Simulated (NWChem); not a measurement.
## Correlation energy of vinylidene fluoride (C$_{2}$H$_{2}$F$_{2}$)

```xyz
6

C      0.0000     0.0000     1.3820
C      0.0000     0.0000     0.0583
F      1.0734     0.0000    -0.6935
F     -1.0734     0.0000    -0.6935
H     -0.9458     0.0000     1.9203
H      0.9458     0.0000     1.9203
```
Charge 0, spin multiplicity 1.

Program: NWChem. The geometry was optimised at PBE0/def2-SVP, a minimum by its harmonic frequencies.

Basis set: 3-21G. Each correlation energy counts from its own Hartree-Fock reference.

The correlated methods keep 4 core orbitals frozen. Coupled-cluster values serve here as a point of comparison, not as the truth.

```tsv
method	correlation energy (mHa)
CCSD	(withheld)
CR-CCSD(T)	(withheld)
CCSD+T(CCSD)	(withheld)
SCS-MP2	-402.6
CR-CCSD[T]	-435.9
CCSD(T)	-437.1
MP2	(withheld)
```

Q: Complete the blanks.

A: 
- CCSD, correlation energy (mHa): -426.8
- CR-CCSD(T), correlation energy (mHa): -435.0
- CCSD+T(CCSD), correlation energy (mHa): -438.2
- MP2, correlation energy (mHa): -409.7
